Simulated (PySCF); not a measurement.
Species: C₅H₁₁OSi (doublet state).
Z-matrix (Å and degrees, GFN2-xTB geometry), rows numbered from 1:
```
C 
C   1  1.3238
O   2  1.3355  1  126.16
Si  3  1.6400  2  134.73  1     4.28
C   4  1.8963  3  102.71  2  -172.02
C   5  1.5288  4  112.03  3    64.27
C   6  1.5240  5  111.67  4  -178.11
H   1  1.0729  2  120.80  3   179.74
H   1  1.0752  2  121.40  3    -0.84
H   2  1.0848  1  121.97  3  -179.85
H   4  1.4640  3  111.24  2   -49.05
H   5  1.0905  4  109.32  3  -174.58
H   5  1.0912  4  110.49  3   -57.38
H   6  1.0919  5  109.35  4   -57.09
H   6  1.0930  5  109.51  4    60.73
H   7  1.0884  6  110.48  5    60.03
H   7  1.0883  6  110.62  5  -179.93
H   7  1.0885  6  110.50  5   -59.77
```

The hyperfine couplings belong to this conformer and change with its torsions.

Identity: `C=CO[SiH]CCC` [radical].

The calculation used PySCF, UKS B3LYP, pcH-1 on C H O Si, non-relativistic, mean-field spin-orbit, GIAO. Geometry: GFN2-xTB, one conformer, isolated molecule. A GFN2-xTB geometry isn't a minimum of the functional, and hyperfine couplings can be far from their values at a DFT geometry, by a factor of two or more for some ions and for spin on atoms past the first row. No stability test was run, so a lower SCF solution isn't excluded.

What is the g tensor, term by term?

```csv
Δg (ppm),1,2,3
relativistic mass correction,-153,-153,-153
gauge correction,86,6,94
orbital Zeeman/spin–orbit,-740,-44,1398
total,-807,-191,1339
```

So g = 2.00151, 2.00213, 2.00366 and g_iso = 2.00243; the tensor is rhombic: the two nearest values differ by 29 % of g3 − g1. 

How much does each term add to the isotropic shift?

The orbital-Zeeman/spin–orbit term 205, the mass correction -153 and the gauge correction 62 ppm, for a total of 114 ppm. The orbital-Zeeman/spin–orbit term is the largest in size. The mass correction is the same along every axis, so the anisotropy comes from the other two: their spans along these axes are 88 (gauge) and 2138 ppm (orbital Zeeman/spin–orbit).

What are the electron Larmor frequencies g μB B/h along the three axes at 340 mT?

9.5246, 9.5276, 9.5349 GHz for g1, g2 and g3, a range of 10.2 MHz.

At 9.638 GHz, how far is the centre of the isotropic spectrum from where a free electron (g = 2.002319) resonates?

B = hν/(g μB) with μB/h = 13.99624 MHz/mT gives 343.91 mT for the free electron and 343.89 mT at g_iso, 0.02 mT lower.

In a frozen sample, at which fields do the three g values resonate at 9.5, 34, 94 and 263 GHz (hyperfine left aside), and which band first spreads them over more than twice a line width of 0.5 mT?

```tsv
band	GHz	B(g3) mT	B(g2) mT	B(g1) mT	spread mT
X	9.5	338.76	339.02	339.12	0.36
Q	34.0	1212.39	1213.32	1213.69	1.30
W	94.0	3351.91	3354.47	3355.51	3.59
J	263.0	9378.22	9385.39	9388.28	10.05
```

The spread grows in proportion to the frequency. Q band is the first where it exceeds 1.0 mT.

The largest Mulliken spin population is on Si4 (+0.85). The angles at Si4 add up to 328.5°, so it is pyramidal.

The HOMO–LUMO gaps are 5.82 eV among the α and 4.38 eV among the β orbitals.
